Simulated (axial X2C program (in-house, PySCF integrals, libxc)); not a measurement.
Results of a calculation; reference values are marked as such.
**SnS⁻: input and output of an EOM-EA-CCSD run**

Program: an axial X2C code built on PySCF integrals.

Input and command:
```json
{"zs": [50, 16], "q": -1, "bas": ["dyall-acv3z", "dyall-av3z"], "r0": 2.24, "eom": "ea", "thr": -1.0, "nmax": 92, "grid": [1, 0.96, 1.045, 0.92, 1.09, 1.15], "rq": 0}
```
```bash
python soeom.py task.json out
```

Keys: zs atomic numbers; q charge; bas basis sets; r0 starting distance in Å; eom kind of EOM run; thr threshold in hartree for freezing inner shells (an s shell follows its p shell); nmax most natural virtual spinors; grid distances as factors; rq charge at which the geometry is sought.

Output at R = 2.212 Å (near the PBE0 minimum at charge 0 of the determinant lowest at the starting distance; the state shown can have its own minimum elsewhere), reference SnS:

```
two-component X2C + atomic mean field  HF
basis functions 207  fitting functions 1045  grid points 5082
iter        total energy     max residual
   1      -6567.455718113     2.94e+00
   2      -6569.849792771     3.65e-02
   3      -6569.861065699     9.74e-03
   4      -6569.863717093     1.30e-03
   5      -6569.863818224     5.16e-04
   6      -6569.863833370     3.99e-04
   7      -6569.863839708     1.66e-04
   8      -6569.863842426     6.67e-05
   9      -6569.863842823     1.50e-05
  10      -6569.863842841     7.25e-06
  11      -6569.863842848     4.74e-06
  12      -6569.863842851     2.43e-06
  13      -6569.863842852     4.48e-07
converged
one-electron -9416.23698257  Coulomb 2847.63772183  exact exchange -189.06907260  xc functional 0.00000000  nuclear repulsion 191.38416308  atomic mean-field constant -3.57967260
correlated 10  virtual 290  natural virtual 92  E(MP2) -0.254720419  MP2 remainder -0.024287332
iter   CCSD correlation   residual
   1     -0.238295762   1.58e-01
   2     -0.245663710   7.36e-02
   3     -0.248943520   3.02e-02
   4     -0.248999108   1.04e-02
   5     -0.249084151   4.45e-03
   6     -0.249096006   1.51e-03
   7     -0.249097552   5.02e-04
   8     -0.249102861   2.35e-04
   9     -0.249101237   1.34e-04
  10     -0.249101688   7.10e-05
  11     -0.249100764   3.64e-05
  12     -0.249100722   1.35e-05
  13     -0.249100669   5.23e-06
  14     -0.249100679   2.21e-06
(T) -0.015272246  T1 0.0378  D1 0.0558  max T2 0.051
EOM-EA-CCSD roots
2*Omega      energy/Eh   energy/eV  one-particle weight
    1      -0.02548378     -0.6934      0.949
    1       0.01915933      0.5214      0.988
    1       0.02967018      0.8074      0.985
    1       0.03411403      0.9283      0.990
    1       0.07932567      2.1586      0.980
    3      -0.02018671     -0.5493      0.951
    3       0.03544365      0.9645      0.989
    3       0.09186474      2.4998      0.968
    3       0.10483212      2.8526      0.983
    5       0.09196568      2.5025      0.967
    5       0.17367445      4.7259      0.028
    7       0.20290650      5.5214      0.000
```
T1 in the output is the amplitude norm over the root of the electron number; divide by √2 for the Lee–Taylor value.

Reference electrons by ω block (each with its −ω partner): 1/2: 22, 3/2: 9, 5/2: 2. Root energies count from the CCSD energy of the reference. The reference has large amplitudes (orbital relaxation or multireference character). Roots of positive energy are unbound. The reference need not be the lowest state of its species. All roots sought are printed; those with a small one-particle weight need a further excitation, are placed far too high, and may in truth lie low or lowest. Inner shells are frozen, and levels at this size can be off by some tenths of an eV.
